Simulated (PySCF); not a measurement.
# Working out the excitation energy of K

K [Ar] 4s1 (2S) → K [Ar] 3d1 (2D). All numbers are calculated (PySCF 2.14, scalar relativity by spin-free X2C-1e, in x2c-TZVPPall with one added diffuse shell each of s, p, d type (7s5p4d, 42 functions)). Frozen: [Ne]. Energies in hartree (1 hartree = 27.21139 eV):

```csv
part,K (lower),K (upper)
UHF,-601.449423,-601.357935
CCSD correlation,-0.171057,-0.163317
(T),-0.002092,-0.001743
```

Task: What does Hartree-Fock give?

Result: (-601.357935) − (-601.449423) = 0.091488 hartree = 2.490 eV.

Task: What do CCSD and CCSD(T) give?

Result: The CCSD correlation energies differ by 0.007740 hartree = 0.211 eV and the triples by 0.000349 hartree = 0.009 eV, so CCSD gives 2.701 eV and CCSD(T) 2.710 eV.

Measured between the centres of the two terms (NIST): 2.670 eV, so CCSD(T) (valence and next inner shell) is off by 0.040 eV.

What remains against the reference includes basis incompleteness, the frozen core and higher excitations.
